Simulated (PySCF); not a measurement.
**Cs (caesium, neutral) across methods**

[Xe] 5d1, 2D determinant (an excited configuration). All numbers are calculated (PySCF 2.14, scalar relativity by spin-free X2C-1e, in aug-cc-pwCVTZ-X2C with one added diffuse shell each of s, p, d, f type (12s11p9d5f, 125 functions)).

| method | E (hartree) | mean ε 5p α (eV) | mean ε 5p β (eV) | mean ε 5d α (eV) | Σ⟨r²⟩ (bohr²) | ⟨S²⟩ |
| --- | --- | --- | --- | --- | --- | --- |
| M06 | -7786.21 | -15.035 | -14.918 | -1.163 | 107.4 | 0.750 |
| PBE | -7785.64 | -13.578 | -13.450 | -0.935 | 101.1 | 0.750 |
| UHF | -7783.04026 | -19.162 | -19.043 | -1.788 | 122.6 | 0.751 |
| revPBE | -7785.93 | -13.595 | -13.475 | -0.965 | 102.1 | 0.750 |
| r2SCAN | -7786.08 | -13.924 | -13.800 | -0.856 | 98.44 | 0.751 |
| PBE0 | -7785.73 | -15.084 | -14.937 | -1.231 | 100.9 | 0.750 |
| BLYP | -7786.35 | -13.421 | -13.330 | -0.863 | 103.6 | 0.750 |
| LDA | -7779.21 | -13.651 | -13.535 | -0.875 | 99.42 | 0.750 |

Spin-orbit coupling, absent here, splits the open shell strongly.
